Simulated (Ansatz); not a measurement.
`[AlH2][S][AlH2]` + `[SH][SnH3]` → `[AlH2][S][SnH3]` + `[AlH2][SH]` at 500 K and 1 bar (ligand exchange at the Al–S bond).

Isolated molecules relaxed with PBE0-D4/def2-TZVP in Ansatz; ΔE leaves out vibrations. CCSD(T)/CBS is the MP2 limit (def2-TZVPP, def2-QZVPP) plus CCSD(T) − MP2 in def2-TZVPP, frozen cores. This one scheme is used for every species. Elements past krypton have def2 core potentials. For Sn outer-core shells are correlated without core-valence functions, which leaves a few kJ/mol of doubt a bond.

| species | CCSD(T)/CBS energy (Eh) | H − E (kJ/mol) | S (J/(mol·K)) |
| --- | --- | --- | --- |
| `[AlH2][S][AlH2]` | -884.26538 | 117.2 | 377.2 |
| `[SH][SnH3]` | -614.20548 | 108.5 | 344.0 |
| `[AlH2][S][SnH3]` | -856.85532 | 139.0 | 415.5 |
| `[AlH2][SH]` | -641.61836 | 86.7 | 303.7 |

H − E and S are ideal-gas, rigid-rotor, harmonic terms from PBE0-D4/def2-TZVP. 1 Eh = 2625.50 kJ/mol, R = 8.31446 J/(mol·K).

Question: By hand: ΔE, ΔH, ΔS and ΔG.

Answer: ΔE = (-856.85532) + (-641.61836) − (-884.26538) − (-614.20548) = -0.00282 Eh = -7.4 kJ/mol. Δ(H − E) = 139.0 + 86.7 − 117.2 − 108.5 = 0.0, so ΔH = -7.4 kJ/mol. ΔS = 415.5 + 303.7 − 377.2 − 344.0 = -2.0 J/(mol·K). ΔG = -7.4 − 500 × (-2.0)/1000 = -6.4 kJ/mol.

Question: By hand: the equilibrium constant, and the temperature at which ΔG would vanish if ΔH and ΔS stayed fixed.

Answer: log₁₀ K = −ΔG/(RT ln 10) = 0.7. ΔG = 0 at ΔH/ΔS = 3700 K, far beyond where these terms or the molecules hold.

The number of gas molecules stays the same, so ΔS is small and ΔH decides. A doubt of 5 kJ/mol in ΔE shifts log₁₀ K by 0.5 here. Modes under 60 cm⁻¹, often nearly free rotors, make the harmonic entropy too high. These are equilibria of isolated gas molecules and say nothing of rates. Largest T1 diagnostic: 0.013 (customary marks: 0.02 for closed shells, 0.045 for open ones).
